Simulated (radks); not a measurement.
The numbers below are computed, except where a source is named.
Initial-state core-level shifts of the indium ion In+ when its valence configuration changes from [Kr] 4d10 5s2. Code: a radial shooting solver on a logarithmic mesh with Libxc functionals. Model: scalar-relativistic Kohn-Sham, PBE, spin-polarised, spherical densities, point nucleus; open shells are filled with parallel spins first (spin-orbit coupling, left out, can overturn this in heavy ions). Shifts are changes of the shell-averaged eigenvalues in eV (positive: less bound).

| valence | 2p | 3p | 3d | 4p |
|---|---|---|---|---|
| 4d10 5s1 5p1 | -1.450 | -1.477 | -1.474 | -1.500 |
| 4d9 5s2 5p1 | -7.919 | -7.743 | -7.785 | -6.738 |
| 4d10 5p2 | -2.949 | -3.000 | -2.993 | -3.037 |
| 4d9 5s1 5p2 | -9.111 | -8.964 | -9.004 | -7.957 |
| 4d10 5s1.5 5p0.5 | -0.772 | -0.785 | -0.783 | -0.795 |
| 4d9.5 5s1.5 5p1 | -4.638 | -4.572 | -4.590 | -4.107 |
| 4d8.5 5s1.5 5p2 | -12.512 | -12.234 | -12.302 | -10.621 |
| 4d9.5 5s1 5p1.5 | -5.253 | -5.201 | -5.217 | -4.742 |
| 4d10 5s0.5 5p1.5 | -2.207 | -2.246 | -2.241 | -2.276 |
